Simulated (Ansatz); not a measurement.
```yaml
crystal:
  periodic: [false, false, false]
  atoms:
    - {symbol: C, position_ang: [-0.326027, 1.353596, -0.365559]}
    - {symbol: Se, position_ang: [0.476959, 0.615296, 1.262376]}
    - {symbol: Ga, position_ang: [0.508276, -1.614005, 0.698569]}
    - {symbol: Cl, position_ang: [-0.303630, -2.095472, -1.236060]}
    - {symbol: H, position_ang: [-1.268770, 0.857775, -0.579355]}
    - {symbol: H, position_ang: [-0.496200, 2.409233, -0.162197]}
    - {symbol: H, position_ang: [0.357645, 1.240303, -1.202533]}
    - {symbol: H, position_ang: [1.051746, -2.766726, 1.584749]}
basis:
  gaussian: {orbitals: def2-SVPD}
hamiltonian: {xc: {name: CCSD(T)}}
accuracy: high
```

```sh
$ ansatz run in.yaml --threads 2 --pin off --events-out ev --progress --plain --max-ram 32768MiB --backend cpu
```

Shortened log:

```
Error: YAML parse error: error: line 14 column 19: hamiltonian.xc: no functional is named "CCSD(T)"; the names, which are not case-sensitive, are SVWN5, SPW92, PBE, PBE0, PBEsol, revPBE, revPBE0, RPBE, rPW86-PBE, HSE06, wPBEh, LC-wPBE, HISS, HF, BLYP, B3LYP, B3LYP5, BHLYP, CAM-B3LYP, r2SCAN, r2SCANh, r2SCAN0, r2SCAN50, m-r2SCAN, B97, wB97, wB97X, wB97X-V, B97M-V, wB97M-V, B2PLYP, B2GP-PLYP, PBE0-DH, PBE-QIDH
12 | basis:
13 |   gaussian: {orbitals: def2-SVPD}
14 | hamiltonian: {xc: {name: CCSD(T)}}
15 | accuracy: high
```

**Question.** Something in this input is off. What?

**Answer.** The method's name isn't one that the program takes here. The input was rejected before any iteration.

HSE06 is defined as in plane-wave codes.
